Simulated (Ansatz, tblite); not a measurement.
Forces on the cluster Ti₃B₃ at its r2SCAN-D4/def2-SVP geometry. Charge 0, multiplicity 2.

The xTB rows come from tblite. At PBE-D4/def2-TZVP the charge 0 doublet is spin-contaminated (final ⟨S²⟩ up to 1.52, 0.75 for a pure state). No other spin state of charge 0 was run. The geometry of the doublet was relaxed on an unsound state (⟨S²⟩ 1.66, where a pure state has 0.75). Another isomer (quartet) lies 0.24 eV lower at PBE0-D4/def2-TZVP; other spin states weren't run for this one.

GFN1-xTB (tblite), largest force 3.66 eV/Å:

```xyz
6
positions Å, forces eV/Å
Ti   -1.360   -0.381    1.094   -1.310    0.279    1.408
Ti    1.249   -0.561    0.418    2.740   -1.191    1.341
Ti   -0.434    0.066   -1.332   -1.349    0.449   -3.369
B     1.076    1.319   -0.519   -0.072    1.044    0.485
B    -0.421   -1.658   -0.179   -0.394   -2.488   -0.281
B    -0.109    1.216    0.518    0.386    1.908    0.416
```

GFN2-xTB (tblite), largest force 4.64 eV/Å:

```
Ti -1.830 0.162 2.000
Ti 3.412 -1.504 1.939
Ti -1.842 0.566 -4.226
B -0.264 1.150 0.683
B -0.205 -1.950 -0.373
B 0.730 1.577 -0.023
```

PBE-D4/def2-TZVP (Ansatz), largest force 0.45 eV/Å:

```
Ti -0.133 0.025 0.204
Ti 0.128 0.061 0.173
Ti -0.139 0.190 -0.385
B -0.009 0.007 0.047
B 0.023 -0.261 -0.006
B 0.131 -0.023 -0.033
```
